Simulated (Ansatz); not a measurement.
`c1cc2ncc3ccc4nccc(c2c1)c34`, relaxed as a singlet with RKS PBE0-D4/def2-SVP in Ansatz, starting from the GFN2-xTB geometry. Force threshold 0.03 eV/Å.

Start:

```tsv
atom	x (Å)	y (Å)	z (Å)
C1	2.638	2.096	1.404
C2	3.025	0.796	1.301
C3	1.944	0.039	0.745
N4	2.064	-1.233	0.548
C5	1.161	-2.082	0.045
C6	-0.115	-1.833	-0.391
C7	-1.035	-2.828	-0.929
C8	-2.201	-2.243	-1.263
C9	-2.105	-0.822	-0.957
N10	-3.020	0.099	-1.131
C11	-2.678	1.341	-0.765
C12	-1.460	1.692	-0.235
C13	-0.452	0.714	-0.037
C14	0.827	1.027	0.509
C15	1.297	2.239	0.921
C16	-0.811	-0.579	-0.418
H17	3.229	2.910	1.784
H18	3.967	0.367	1.580
H19	1.531	-3.102	-0.009
H20	-0.780	-3.868	-1.029
H21	-3.074	-2.704	-1.683
H22	-3.449	2.084	-0.918
H23	-1.272	2.719	0.031
H24	0.768	3.173	0.899
```

```
step  energy (eV)  largest force component (eV/Å)  SCF passes
   1  -17594.0034                           0.598          20
   2  -17594.0666                           0.200          26
   3  -17594.0723                           0.082          25
   4  -17594.0726                           0.034          18
   5  -17594.0727                           0.018          17
```

Force components are those of the run's own axes.

End:

Cartesian coordinates in Å:
```
C 2.656 2.108 1.412
C 3.050 0.805 1.314
C 1.959 0.044 0.753
N 2.077 -1.234 0.555
C 1.159 -2.086 0.044
C -0.117 -1.831 -0.392
C -1.035 -2.842 -0.934
C -2.208 -2.258 -1.269
C -2.114 -0.824 -0.961
N -3.039 0.090 -1.139
C -2.692 1.342 -0.770
C -1.468 1.696 -0.237
C -0.457 0.716 -0.038
C 0.832 1.029 0.512
C 1.301 2.247 0.923
C -0.818 -0.577 -0.421
H 3.257 2.933 1.797
H 4.003 0.359 1.592
H 1.508 -3.124 -0.020
H -0.776 -3.897 -1.036
H -3.092 -2.732 -1.695
H -3.458 2.112 -0.915
H -1.285 2.737 0.031
H 0.753 3.188 0.894
```

By distances, no bond broke or formed. The bond that changes most is C8–H21, from 1.07 to 1.09 Å (atoms count from 1).

No frequencies were taken in this run, so the end may be a saddle point.

Hardware: 4 threads of Arm Neoverse V1 on a shared host. Wall time 75 s, peak host memory 1.3 GiB.
